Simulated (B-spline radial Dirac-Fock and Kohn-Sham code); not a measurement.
## Relativistic shifts of the levels of Fe⁴⁺

System: Fe⁴⁺ in the configuration [Ar] 3d4.

Both columns are ΔSCF binding energies of the configuration average from a B-spline atomic structure program: non-relativistic Hartree-Fock with a point nucleus, and Dirac-Fock with a finite nucleus and the Coulomb interaction alone, averaged over the two j levels with weights 2j+1.

```tsv
shell	Hartree-Fock (eV)	Dirac-Fock (eV)	shift (eV)	shift (%)
1s	7137.5	7202.9	+65.41	+0.92
2s	917.8	931.4	+13.62	+1.48
2p	793.2	795.5	+2.37	+0.30
3s	169.9	172.1	+2.22	+1.31
3p	130.3	130.7	+0.42	+0.32
3d	73.07	72.69	-0.38	-0.52
```

Relativity binds 1s, 2s, 2p, 3s, 3p more strongly, among those listed most of all 2s in relative terms, and 3d more weakly, because the contracted s and p shells screen the nucleus better.

Values without a named source are computed, but for edge energies of neutral atoms, which are taken from tables.
